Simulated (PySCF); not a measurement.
Fill in the blanks.

Compound: C6H8F2.
Geometry (GFN2-xTB, Å), atoms numbered from 1 in this order:
```xyz
16
C6H8F2 angstrom
F      0.1780   -2.3197   -0.5421
C      0.5065   -1.2239    0.2319
C     -0.7220   -0.5563    0.7975
C     -1.6390    0.0710   -0.2152
C     -0.6399    0.9156    0.5114
C      0.6589    1.2074   -0.2073
C      1.2125   -0.1595   -0.6299
F      2.5742   -0.2059   -0.4301
H      1.1806   -1.5947    1.0125
H     -1.1266   -0.9519    1.7160
H     -1.4807   -0.1523   -1.2583
H     -2.6785    0.1705    0.0559
H     -0.9853    1.6471    1.2266
H      1.3730    1.6725    0.4748
H      0.5227    1.8683   -1.0634
H      1.0579   -0.3794   -1.6917
```

```csv
property,level,value
point group of the GFN2-xTB geometry,GFN2-xTB,?
"rotational constants A, B, C of the GFN2-xTB geometry",GFN2-xTB,?
dipole moment,PBE0/def2-SVPD,?
HOMO energy,PBE0/def2-SVPD,?
LUMO energy,PBE0/def2-SVPD,0.69 eV
lowest singlet excitation,TDDFT PBE0/def2-SVPD,"7.91 eV (157 nm, f = 0.001)"
strongest line among the 6 lowest singlet transitions,TDDFT PBE0/def2-SVPD,?
lowest triplet excitation (Tamm–Dancoff),TDA PBE0/def2-SVPD,7.75 eV
static isotropic polarisability,PBE0/def2-SVPD,?
electronic spatial extent ⟨r²⟩ about the centre of nuclear charge,PBE0/def2-SVPD,855 bohr²
13C chemical shifts (computed TMS as zero) by class,GIAO PBE0/pcSseg-1,"106.4 (C2), 102.8 (C7), 38.3 (C6), 23.6 (C3), 20.1 (C5), 10.4 (C4) ppm"
1H chemical shifts (computed TMS as zero) by class,GIAO PBE0/pcSseg-1,?
"isotropic shieldings of nuclei other than C and H, by class",GIAO PBE0/pcSseg-1,"385 (F8), 389 (F1) ppm"
```

The electronic properties come from PySCF, for the isolated species, density fitting.

Q: What is the static isotropic polarisability?

A: 65.1 au.

Q: What is the HOMO energy?

A: -8.49 eV.

Q: Give the dipole moment.

A: 2.71 D.

Q: What is the strongest line among the 6 lowest singlet transitions?

A: S5 at 8.54 eV (145 nm, f = 0.020).

Q: The rotational constants A, B, C of the GFN2-xTB geometry?

A: 2.854, 2.165, 1.419 GHz.

Q: Give the 1H chemical shifts (computed TMS as zero) by class.

A: 5.71 (H9), 5.07 (H16), 2.54 (H15), 2.20 (H14), 1.71 (H10), 1.46 (H13), 0.62 (H12), 0.28 (H11) ppm.

Q: What is the point group of the GFN2-xTB geometry?

A: C1.

The rotational constants make it an asymmetric top with κ = (2B − A − C)/(A − C) = 0.04, midway between the prolate (−1) and oblate (+1) limits. The principal polarisabilities are 59.5, 66.7 and 69.2 au; their mean is the isotropic value. The largest Löwdin shares of the HOMO are 0.29 on C5, 0.21 on C3, 0.13 on C4 and 0.09 on C6. The vertical singlet–triplet gap S1 − T1 is 0.16 eV (TDDFT singlet less Tamm–Dancoff triplet; S1: HOMO→LUMO, weight 0.97; T1: HOMO→LUMO, weight 0.94).

For the TDDFT job (PBE0/def2-SVPD), the run took 37 s wall (with the writing of density and orbital grids) on one thread, Arm Neoverse V2 (aarch64), shared host with 48 logical CPUs at a one-minute load of 8.6, and the process peaked at 0.90 GiB of memory.

One conformer stands for the species.
